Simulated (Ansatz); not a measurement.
A set of 12 reactions (ligand exchange), with CCSD(T)/CBS values in kJ/mol:

```csv
reaction,ΔE
`FBN([SiH3])[SiH3]` + `C=C(N)[SiH3]` → `C=C([SiH3])NBF` + `[SiH3]N[SiH3]`,-11.3
`[OH][Al]([OH])[SiH3]` + CH₃OH → `C[O][Al]([OH])[OH]` + SiH₄,-122.7
`B[SiH](B)CF` + `C[SiH](S)Cl` → `BS[SiH](C)Cl` + `B[SiH2]CF`,-108.6
`B[SiH2][CH]1[NH][AlH]1` + `N[SiH]([SiH3])S` → `BN[SiH]([SiH3])S` + `[SiH3][CH]1[NH][AlH]1`,-171.5
`N[Si](O)(Cl)Br` + NH₃ → `N[Si](N)(O)Cl` + HBr,21.8
`BC1C=CN1` + `OC[AsH2]` → `B[AsH]CO` + `C1=CNC1`,1.6
`O[SiH2][SiH](F)Cl` + `[NH2][ZnH]` → `O[SiH2][NH][ZnH]` + `F[SiH2]Cl`,-106.0
`BBN` + CH₃OH → `BOC` + `BN`,-175.9
`BCC(N)F` + `N=CCl` → `B/N=C\Cl` + `CC(N)F`,-117.0
`N[SiH2]C(N)[SiH3]` + `[SiH3]S` → `N[SiH2]S[SiH3]` + `NC[SiH3]`,-74.9
`NB[SiH2]N` + `N=CO` → `N=COBN` + `N[SiH3]`,-128.7
`C[BH][GeH2][F]` + `FCS` → `CBSCF` + `[F][GeH3]`,-103.8
```

Gas-phase electronic energies from Ansatz, PBE0-D4/def2-TZVP geometries. CCSD(T)/CBS is the MP2 limit (def2-TZVPP, def2-QZVPP) plus CCSD(T) − MP2 in def2-TZVPP, frozen cores. This one scheme is used for every species. Functionals use def2-TZVPP. For As, Br, Ge, Zn outer-core shells are correlated without core-valence functions, which leaves a few kJ/mol of doubt a bond. Scalar relativity is left out up to krypton. One conformer a species, not always the lowest.

Task: Give the mean, mean absolute and largest difference (level minus CCSD(T)/CBS, kJ/mol) for: PBE-D4, r2SCAN-D4, PBE0-D4, ωB97M-V, B2PLYP, PBE, PBE0, MP2/def2-TZVPP, CCSD/def2-TZVPP, CCSD(T)/def2-TZVPP, HF/def2-QZVPP, MP2/def2-QZVPP, HF/CBS(def2), MP2/CBS(def2). (An estimate is asked.)

Result: Computed: 
```csv
level,mean,mean absolute,largest
PBE-D4,7.7,11.1,29.0
r2SCAN-D4,1.0,4.6,16.7
PBE0-D4,4.8,7.1,16.8
ωB97M-V,-1.1,3.2,10.5
B2PLYP,-3.1,4.2,-11.4
PBE,7.6,11.0,28.8
PBE0,4.6,7.4,16.3
MP2/def2-TZVPP,-4.5,6.3,-10.9
CCSD/def2-TZVPP,-1.7,3.2,-6.9
CCSD(T)/def2-TZVPP,-1.3,2.1,-5.1
HF/def2-QZVPP,-8.3,10.2,-28.7
MP2/def2-QZVPP,-3.8,6.2,10.4
HF/CBS(def2),-8.3,10.2,-28.6
MP2/CBS(def2),-3.2,5.8,9.8
```

The largest T1 diagnostic in the set is 0.016, for `[NH2][ZnH]` (customary mark 0.02).

CCSD(T)/CBS is a level of theory with its own doubt, and the functionals carry their triple-zeta basis error, so these figures describe this set and don't rank the functionals.
